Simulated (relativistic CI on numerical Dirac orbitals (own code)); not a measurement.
## Energy levels of Yb⁵⁸⁺

These numbers are calculated, not measured: Dirac-Coulomb-Breit CI, KLI orbitals optimised for each configuration, QED by a radiative potential, unscaled Slater integrals (own radial code, finite nucleus).

Configurations in the expansion (outside the closed core [Ne]): 3s2, 3s.3p, 3p2, 3s.3d, 3d2, 3p.3d, 3p.4s, 3d.4s, 3s.4s, 3s.4p, 3s.4d, 3s.4f, 3s.5s, 3s.5p, 3s.5d, 4s2, 3s.5f, 3s.5g, 3s.6s, 3s.6p, 3s.6d. Levels of other configurations are missing.

```tsv
No.	Configuration	Term	J	E (eV)	%	Lifetime (s)
1	3s2	1S	0	0.00	99	
2	3s.3p	3P°	0	127.52	100	
3	3s.3p	3P°	1	142.02	74	6.48e-11
4	3p2	3P	0	305.98	69	8.59e-12
5	3s.3p	3P°	2	411.17	100	9.84e-09
6	3s.3p	1P°	1	446.64	73	6.06e-13
7	3p2	1D	2	574.66	56	2.52e-12
8	3p2	3P	1	576.33	100	8.15e-13
9	3s.3d	3D	1	611.37	100	9.42e-13
10	3s.3d	3D	2	622.57	73	6.00e-13
11	3s.3d	3D	3	675.69	100	4.94e-12
12	3s.3d	1D	2	692.45	71	2.61e-12
13	3p.3d	3F°	2	749.06	75	2.13e-11
14	3p.3d	3D°	1	781.81	54	6.94e-13
15	3p.3d	3P°	2	830.99	47	4.08e-12
16	3p.3d	3F°	3	833.48	53	6.10e-12
17	3p2	3P	2	867.54	62	4.29e-13
18	3p2	1S	0	885.20	69	4.40e-13
19	3p.3d	3D°	2	1044.87	51	4.70e-13
20	3p.3d	3P°	0	1054.49	100	4.45e-13
21	3p.3d	3F°	3	1054.73	46	5.09e-13
22	3p.3d	3P°	1	1055.09	60	4.51e-13
23	3p.3d	3F°	4	1098.07	100	9.99e-13
24	3p.3d	3P°	2	1109.60	47	7.57e-13
25	3p.3d	3D°	3	1127.88	58	7.28e-13
26	3p.3d	1P°	1	1140.03	67	6.61e-13
27	3d2	3F	2	1235.27	75	4.99e-13
28	3d2	3P	0	1260.22	73	4.43e-13
29	3d2	3F	3	1295.49	100	8.57e-13
30	3d2	3P	2	1307.20	49	7.69e-13
```

Energies count from the lowest computed level; ° marks odd parity; lifetimes are radiative, by E1, M1, E2, M2 decay to levels of this space only; some are left blank where a channel outside the calculation adds to the decay or the decay crosses a small, uncertain gap.

The mean weight of the leading LS term, summed over parents, in these 30 levels is 73 %, and that of the leading jj configuration (from the same eigenvectors) 98 %, so jj coupling describes them better and the LS labels are nominal.

At this charge energies of transitions that change n are usually good to better than 1 %, and those within a shell (Δn = 0) to a few per cent.

LS names give the leading component of a level, which can be under half, so a name can repeat, a term be missing and a line seem to break the LS rules.
